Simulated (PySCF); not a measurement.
Excitation energy of Mo by level of theory

Mo [Kr] 4d5 5s1 (7S) → Mo [Kr] 4d5 5p1 (7P), as a difference of total energies. Calculation: PySCF 2.14, in x2c-TZVPPall (8s6p6d2f1g, 79 functions); the spin-free X2C one-electron Hamiltonian (Gaussian nucleus). Correlated levels: valence and next inner shell: [Ar] 3d10 frozen. The calculations carry no spin-orbit coupling.

| method | excitation energy (eV) |
| --- | --- |
| UHF | 2.894 |
| MP2 (valence and next inner shell) | 3.315 |
| SCS-MP2 (valence and next inner shell) | 3.148 |
| CCSD (valence and next inner shell) | 3.234 |
| CCSD(T) (valence and next inner shell) | 3.250 |

Q: How much does correlation contribute at CCSD(T) (valence and next inner shell)?

A: 3.250 − (2.894) = 0.356 eV, measured against UHF.

The basis was made for the ground configuration and has no added diffuse functions, so the excitation energy can come out too high.
